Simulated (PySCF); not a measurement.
All values below come from PBE0-D3(BJ)/def2-TZVP // PBE0-D3(BJ)/def2-SVP (PySCF). Isolated molecules, 0 K electronic values unless said otherwise. One relaxed conformer stands for a flexible species; it need not be the lowest. 

Reference species (SMILES): `C[CH2][Sn]([Cl])([Cl])[Cl]` (neutral, multiplicity 1).

```json
{
  "HOMO": "-8.74 eV",
  "HOMO–LUMO gap": "6.54 eV"
}
```

Changed species: `C[CH2][Sn]([CH2]C)([CH2]C)[CH2]C` (4 of 4 Cl replaced by C2H5; the reference has 1 of 4 Cl replaced by C2H5).

Problem. Give the shifts of the HOMO and HOMO–LUMO gap.

Solution. the HOMO goes up by 1.75 eV, to -6.99 eV; the HOMO–LUMO gap rises by 1.05 eV, to 7.59 eV.
